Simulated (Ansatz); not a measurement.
```yaml
crystal:
  periodic: [false, false, false]
  atoms:
    - {symbol: N, position_ang: [-1.488776, 1.701661, 1.737441]}
    - {symbol: In, position_ang: [-0.039171, 0.977722, 0.568508]}
    - {symbol: Cl, position_ang: [1.844615, 2.167266, -0.053274]}
    - {symbol: O, position_ang: [-0.251697, -0.771704, -0.302038]}
    - {symbol: Si, position_ang: [0.598975, -1.652398, -1.382004]}
    - {symbol: H, position_ang: [-1.198595, 2.402335, 2.404897]}
    - {symbol: H, position_ang: [-2.051975, 1.004233, 2.204222]}
    - {symbol: H, position_ang: [-0.156225, -2.900342, -1.671568]}
    - {symbol: H, position_ang: [1.941418, -2.020152, -0.848762]}
    - {symbol: H, position_ang: [0.801441, -0.908610, -2.657402]}
basis:
  gaussian: {orbitals: def2-TZVP, fitting: {mean_field: cc-pVTZ-jkfit}, nuclear_model: gaussian}
hamiltonian: {xc: {name: HF}}
correlation: {active_space: {window: {electrons: 2, orbitals: 1}}}
output: {forces: true}
```

```sh
$ ansatz run in.yaml --threads 4 --pin off --events-out ev --progress --plain --max-ram 10444MiB
```

Task: How does Ansatz answer? (An estimate is asked.)

Result: The calculation gave: The program refused the input.
```
Functional definition: HF
Error: <dir> the basis set cc-pVTZ-JKFIT has no functions for In
```
